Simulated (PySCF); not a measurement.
C₂H₆FNOSi, SMILES N[SiH2]O/C=C/F. Geometry: PBE-D3(BJ)/def2-SVP. The structure was generated by enumeration; whether it is a known compound was not checked. The values are those of a single conformer.

Computed equilibrium geometry at PBE-D3(BJ)/def2-SVP (PySCF confirms it by a frequency run) as Cartesian coordinates in Å (one conformer of several):
```xyz
12

N      2.5516     0.0643     0.4030
Si     1.4158    -1.0971    -0.1800
O     -0.2111    -0.7703     0.2212
C     -0.7937     0.4471     0.0401
C     -2.1281     0.5853    -0.0728
F     -2.6899     1.8033    -0.2082
H      2.7123     0.2215     1.3997
H      2.8221     0.8739    -0.1572
H      1.6290    -2.4281     0.4621
H      1.5702    -1.1099    -1.6731
H     -0.1418     1.3415     0.0218
H     -2.8445    -0.2515    -0.0546
```
Charge 0, spin multiplicity 1.
